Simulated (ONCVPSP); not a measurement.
PBE ONCV dataset for platinum (Pt), scalar-relativistic all-electron reference.

```json
{"Element": "platinum", "Generator": "ONCVPSP 4.0.1", "Type": "optimised norm-conserving Vanderbilt (ONCV)", "Functional": "PBE", "Relativity": "scalar-relativistic", "Frozen core": "[Kr] 4d10 4f14", "Valence charge": "18", "Reference configuration": "5s2 5p6 5d9 6s1", "Partial waves": "5s+6s: rc 1.65 bohr, ncon 5, nbas 9, qcut 6.4 1/bohr, 2 projectors; 5p: rc 1.70 bohr, ncon 4, nbas 7, qcut 8.5 1/bohr, 2 projectors, debl 2.3 Ha; 5d: rc 2.20 bohr, ncon 4, nbas 9, qcut 8 1/bohr, 2 projectors, debl 0.6 Ha", "Local potential": "polynomial inside 1.35 bohr (lpopt 5, dvloc0 3 Ha)", "Core correction": "none"}
```

(1) Estimate the cutoffs (Ha) at which the residual kinetic energy of the hardest occupied pseudo-wave falls to 1 and 0.1 mHa per electron.

(2) Does the potential have ghost states?

(3) Tests: 5s2 5p6 5d9 6s0; 5s2 5p6 5d8 6s0; 5s2 5p6 5d7 6s0; 5s1 5p6 5d9 6s1. Which has the largest error in its energy relative to the reference configuration, and how large is it?

Results:

(1) 20 Ha and 72 Ha.

(2) No bound ghost flagged; no localised positive-energy state flagged.

(3) 5s1 5p6 5d9 6s1, with -397 meV (all-electron minus pseudo) on +108.49 eV.
